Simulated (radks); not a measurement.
Initial-state core-level shifts of the cerium ion Ce+ when its valence configuration changes from [Xe] 4f1 5d2. Calculated with a radial shooting solver on a logarithmic mesh with Libxc functionals: Dirac Kohn-Sham, LDA (Slater exchange, Perdew-Wang correlation), spin-unpolarised, spherical densities, finite nucleus; open shells are shared between the two j in proportion to 2j + 1; Fermi nuclear charge, rms radius 4.8771 fm. Shifts are changes of the shell-averaged eigenvalues in eV (positive: less bound); the change of the density at the nucleus, which sets a Mossbauer isomer shift, is in e/bohr^3, on a base of 3.814e+05.

4f1 6p2: 1s -6.407; 2s -6.623; 3s -6.542; 4p -6.494; density at nucleus +6.87
4f2 5d1: 1s +5.751; 2s +6.317; 3s +7.303; 4p +6.599; density at nucleus -19.03
4f1 5d1 6p1: 1s -3.103; 2s -3.197; 3s -3.164; 4p -3.151; density at nucleus +2.85
4f1 5d1 6s1: 1s -2.016; 2s -2.116; 3s -2.082; 4p -2.070; density at nucleus +25.23
4f1 6s2: 1s -4.268; 2s -4.487; 3s -4.406; 4p -4.367; density at nucleus +55.32
4f0.5 5d2 6p0.5: 1s -5.046; 2s -5.452; 3s -6.066; 4p -5.521; density at nucleus +13.34
5d3: 1s -7.177; 2s -7.935; 3s -9.255; 4p -8.066; density at nucleus +25.00
5d2 6s1: 1s -9.429; 2s -10.302; 3s -11.593; 4p -10.368; density at nucleus +52.85
5d2 6p1: 1s -10.498; 2s -11.363; 3s -12.661; 4p -11.433; density at nucleus +28.34
